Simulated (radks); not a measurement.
Species: Sm2+. Configuration: [Xe] 4f6.

Calculated with a radial shooting solver on a logarithmic mesh with Libxc functionals: scalar-relativistic Kohn-Sham, BLYP, spin-polarised, spherical densities, finite nucleus; open shells are filled with parallel spins first (spin-orbit coupling, left out, can overturn this in heavy ions); Fermi nuclear charge, rms radius 5.0819 fm.

Energy parts (eV):
total: -283730.76
kinetic: 303263.37
electron-nucleus: -689908.41
Hartree: 109336.50
exchange-correlation: -6422.22

Orbitals (lengths in bohr, moments of r in powers of bohr; r(90%) holds 90 % of the orbital's charge):
[
 {"orbital": "1s up", "occ.": "1", "eigenvalue (eV)": "-46690.61", "r(90%)": "0.0411", "<r^2>": "0.0007048"},
 {"orbital": "1s down", "occ.": "1", "eigenvalue (eV)": "-46690.61", "r(90%)": "0.0411", "<r^2>": "0.0007048"},
 {"orbital": "2s up", "occ.": "1", "eigenvalue (eV)": "-7640.169", "r(90%)": "0.150", "<r^2>": "0.01111"},
 {"orbital": "2s down", "occ.": "1", "eigenvalue (eV)": "-7640.140", "r(90%)": "0.150", "<r^2>": "0.01111"},
 {"orbital": "2p up", "occ.": "3", "eigenvalue (eV)": "-6817.589", "r(90%)": "0.139", "<r^2>": "0.008916"},
 {"orbital": "2p down", "occ.": "3", "eigenvalue (eV)": "-6817.570", "r(90%)": "0.139", "<r^2>": "0.008915"},
 {"orbital": "3s up", "occ.": "1", "eigenvalue (eV)": "-1683.893", "r(90%)": "0.374", "<r^2>": "0.07432"},
 {"orbital": "3s down", "occ.": "1", "eigenvalue (eV)": "-1682.062", "r(90%)": "0.374", "<r^2>": "0.07422"},
 {"orbital": "3p up", "occ.": "3", "eigenvalue (eV)": "-1426.704", "r(90%)": "0.379", "<r^2>": "0.07442"},
 {"orbital": "3p down", "occ.": "3", "eigenvalue (eV)": "-1424.884", "r(90%)": "0.379", "<r^2>": "0.07429"},
 {"orbital": "3d up", "occ.": "5", "eigenvalue (eV)": "-1078.059", "r(90%)": "0.360", "<r^2>": "0.06282"},
 {"orbital": "3d down", "occ.": "5", "eigenvalue (eV)": "-1076.654", "r(90%)": "0.360", "<r^2>": "0.06266"},
 {"orbital": "4s up", "occ.": "1", "eigenvalue (eV)": "-346.2446", "r(90%)": "0.832", "<r^2>": "0.3789"},
 {"orbital": "4s down", "occ.": "1", "eigenvalue (eV)": "-341.5607", "r(90%)": "0.832", "<r^2>": "0.3788"},
 {"orbital": "4p up", "occ.": "3", "eigenvalue (eV)": "-261.7476", "r(90%)": "0.893", "<r^2>": "0.4282"},
 {"orbital": "4p down", "occ.": "3", "eigenvalue (eV)": "-257.0800", "r(90%)": "0.893", "<r^2>": "0.4282"},
 {"orbital": "4d up", "occ.": "5", "eigenvalue (eV)": "-143.1881", "r(90%)": "1.01", "<r^2>": "0.5227"},
 {"orbital": "4d down", "occ.": "5", "eigenvalue (eV)": "-138.5687", "r(90%)": "1.01", "<r^2>": "0.5244"},
 {"orbital": "4f up", "occ.": "6", "eigenvalue (eV)": "-16.8084", "r(90%)": "1.71", "<r^2>": "1.281"},
 {"orbital": "4f down", "occ.": "0", "eigenvalue (eV)": "-12.8988", "r(90%)": "1.92", "<r^2>": "1.583"},
 {"orbital": "5s up", "occ.": "1", "eigenvalue (eV)": "-57.3759", "r(90%)": "2.02", "<r^2>": "2.207"},
 {"orbital": "5s down", "occ.": "1", "eigenvalue (eV)": "-54.7809", "r(90%)": "2.05", "<r^2>": "2.274"},
 {"orbital": "5p up", "occ.": "3", "eigenvalue (eV)": "-37.0351", "r(90%)": "2.40", "<r^2>": "3.046"},
 {"orbital": "5p down", "occ.": "3", "eigenvalue (eV)": "-35.0777", "r(90%)": "2.46", "<r^2>": "3.183"},
 {"orbital": "5d up", "occ.": "0", "eigenvalue (eV)": "-13.9105", "r(90%)": "3.91", "<r^2>": "7.521"},
 {"orbital": "5d down", "occ.": "0", "eigenvalue (eV)": "-13.1235", "r(90%)": "4.09", "<r^2>": "8.216"},
 {"orbital": "6s up", "occ.": "0", "eigenvalue (eV)": "-14.1256", "r(90%)": "5.04", "<r^2>": "13.94"},
 {"orbital": "6s down", "occ.": "0", "eigenvalue (eV)": "-13.7698", "r(90%)": "5.14", "<r^2>": "14.49"}
]

The highest occupied level is 4f up at -16.808 eV. Spin moment in Bohr magnetons: 6. The density falls to 0.001 e/bohr^3 at r = 3.53 bohr. The spin density at the nucleus is 0.32 e/bohr^3 (1s 0.01, 2s -0.58, 3s -10.41, 4s 0.43, 5s 10.87).
